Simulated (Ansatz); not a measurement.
Na3Cl3⁻. Total charge -1; doublet. Geometry PBE-D4/def2-SVPD; atoms count from 1.

```tsv
atom	x (Å)	y (Å)	z (Å)
Na1	-0.7110	0.0368	-1.8997
Na2	0.8747	1.6946	0.6833
Na3	-1.0358	-1.1055	1.3442
Cl4	0.8711	0.0413	2.6927
Cl5	1.3445	1.6337	-1.8747
Cl6	-1.3435	-2.3010	-0.9457
```

The highest occupied level of the charge -1 doublet lies above zero (up to 0.23 eV). It is a level of α spin, whose loss leaves a singlet; that state wasn't run at this geometry and level. The electron is either unbound and held by the finite basis, or the level is raised by self-interaction error. Another isomer (doublet) lies 0.20 eV lower at PBE0-D4/def2-TZVPD; other spin states weren't run for this one.

(1) Estimate the Mulliken populations from the PBE0/def2-TZVPD orbitals of Ansatz.

(2) Where does the spin sit?

Results:

(1) 
| atom | charge (e) | spin (α − β) |
| --- | --- | --- |
| Na1 | 0.44 | 0.39 |
| Na2 | 0.45 | 0.38 |
| Na3 | 0.45 | 0.38 |
| Cl4 | -0.78 | -0.05 |
| Cl5 | -0.78 | -0.05 |
| Cl6 | -0.78 | -0.05 |
Mulliken values and Mayer orders depend strongly on the basis. With diffuse functions, as here, like atoms can get unlike values, and bond orders can come out too low or too high.

(2) Summed by element: Na 1.15, Cl -0.15, of 1 unpaired in all. Largest on single atoms: Na1 0.39, Na2 0.38, Na3 0.38.
